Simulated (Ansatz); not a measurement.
Frontier orbitals of C2H7AlCl2O (`C[OH+][Al-]([CH3])([Cl])[Cl]`).

```xyz
13

C    -0.1728   -1.9786    0.2172
O    -0.2445   -0.6977    0.8662
Al   -0.5695    0.9864   -0.0554
C     1.1539    1.6557   -0.6342
Cl   -1.5261    1.8599    1.6478
Cl   -1.9304    0.3441   -1.5670
H     0.2110   -2.7127    0.9246
H     0.5221   -1.8678   -0.6118
H    -1.1520   -2.2657   -0.1646
H    -0.8054   -0.7231    1.6525
H     1.0427    2.6138   -1.1499
H     1.6410    0.9718   -1.3359
H     1.8299    1.8140    0.2104
```

The species carries charge 0 and has multiplicity 1. All single points use the PBE0-D4/def2-TZVP geometry. It is one conformer, not always the lowest. Basis def2-TZVPP, Ansatz 0.2.0.

```tsv
functional	HOMO (eV)	LUMO (eV)	gap (eV)
PBE	-6.71	-1.02	5.69
r2SCAN	-7.00	-0.47	6.53
PBE0	-8.02	-0.11	7.91
r2SCANh	-7.49	-0.18	7.31
BHLYP	-9.22	0.60	9.82
CAM-B3LYP	-9.39	0.72	10.11
ωB97X-V	-10.41	1.83	12.24
ωB97M-V	-10.24	1.43	11.67
```

From PBE to PBE0 the HOMO moves by −1.31 eV and the LUMO by +0.91 eV, and with ωB97M-V by −3.53 and +2.44 eV, so the gap grows from 5.70 to 11.67 eV with exact exchange. A positive LUMO is unbound and depends on the basis.
